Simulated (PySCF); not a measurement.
HOZn, charge +2, quartet, at a GFN2-xTB geometry of the parent state (such geometries of metal compounds can be far from the true shape) (a state made from the parent by changing its charge; the spin is typed, not shown lowest); PySCF with HF/def2-SVP.

PySCF was given this input:
```python
from pyscf import gto, scf

mol = gto.Mole()
mol.atom = '''
    Zn   -0.27093353   -0.14930649   -0.25641287
    O     0.88638751    0.38915537    0.84414032
    H     1.03690579    1.36595177    0.93926352
'''
mol.basis = 'def2-svp'
mol.charge = 2
mol.spin = 3
mol.verbose = 4
mol.build()

mf = scf.UHF(mol)
mf.kernel()
```

The log (banner, timings and long lists left out):

```
PySCF version 2.14.0

[INPUT] verbose = 4
[INPUT] num. atoms = 3
[INPUT] num. electrons = 37
[INPUT] charge = 2
[INPUT] spin (= nelec alpha-beta = 2S) = 3
[INPUT] symmetry False subgroup None
[INPUT] Mole.unit = angstrom
[INPUT] Symbol           X                Y                Z      unit          X                Y                Z       unit  Magmom
[INPUT]  1 Zn    -0.270933530000  -0.149306490000  -0.256412870000 AA   -0.511990169662  -0.282148374720  -0.484550099114 Bohr   0.0
[INPUT]  2 O      0.886387510000   0.389155370000   0.844140320000 AA    1.675029634135   0.735397069204   1.595194015503 Bohr   0.0
[INPUT]  3 H      1.036905790000   1.365951770000   0.939263520000 AA    1.959467960076   2.581274744665   1.774950811595 Bohr   0.0

nuclear repulsion = 86.4274875651081
number of shells = 20
number of NR pGTOs = 104
number of NR cGTOs = 50
basis = def2-svp
ecp = {}

******** <class 'pyscf.scf.uhf.UHF'> ********
method = UHF
initial guess = minao
damping factor = 0
level_shift factor = 0
DIIS = <class 'pyscf.scf.diis.CDIIS'>
diis_start_cycle = 1
diis_space = 8
diis_damp = 0
SCF conv_tol = 1e-09
SCF conv_tol_grad = None
SCF max_cycles = 50
direct_scf = True
direct_scf_tol = 1e-13
number electrons alpha = 20  beta = 17
Set gradient conv threshold to 3.16228e-05
init E= -1852.53765553743

cycle= 1 E= -1851.63271898515  delta_E= 0.905  |g|= 0.572  |ddm|= 1.49

cycle= 2 E= -1851.79495730749  delta_E= -0.162  |g|= 0.222  |ddm|= 0.933
cycle= 3 E= -1851.81452302636  delta_E= -0.0196  |g|= 0.0504  |ddm|= 0.241
cycle= 4 E= -1851.81772447087  delta_E= -0.0032  |g|= 0.0305  |ddm|= 0.171
cycle= 5 E= -1851.8183376311  delta_E= -0.000613  |g|= 0.0123  |ddm|= 0.0358
cycle= 6 E= -1851.81862709224  delta_E= -0.000289  |g|= 0.00467  |ddm|= 0.0314
cycle= 7 E= -1851.81867746159  delta_E= -5.04e-05  |g|= 0.00188  |ddm|= 0.0164
cycle= 8 E= -1851.81868772563  delta_E= -1.03e-05  |g|= 0.00116  |ddm|= 0.00634
cycle= 9 E= -1851.81869301655  delta_E= -5.29e-06  |g|= 0.000702  |ddm|= 0.0038
cycle= 10 E= -1851.81869563242  delta_E= -2.62e-06  |g|= 0.000276  |ddm|= 0.00319
cycle= 11 E= -1851.81869601036  delta_E= -3.78e-07  |g|= 7.5e-05  |ddm|= 0.00146
cycle= 12 E= -1851.81869602864  delta_E= -1.83e-08  |g|= 2.57e-05  |ddm|= 0.000358
cycle= 13 E= -1851.81869603037  delta_E= -1.73e-09  |g|= 1.13e-05  |ddm|= 0.000109
cycle= 14 E= -1851.81869603071  delta_E= -3.46e-10  |g|= 5.66e-06  |ddm|= 5.63e-05
Extra cycle  E= -1851.81869603075  delta_E= -3.77e-11  |g|= 3.66e-06  |ddm|= 1.26e-05
converged SCF energy = -1851.81869603075  <S^2> = 3.7632247  2S+1 = 4.0066069
```
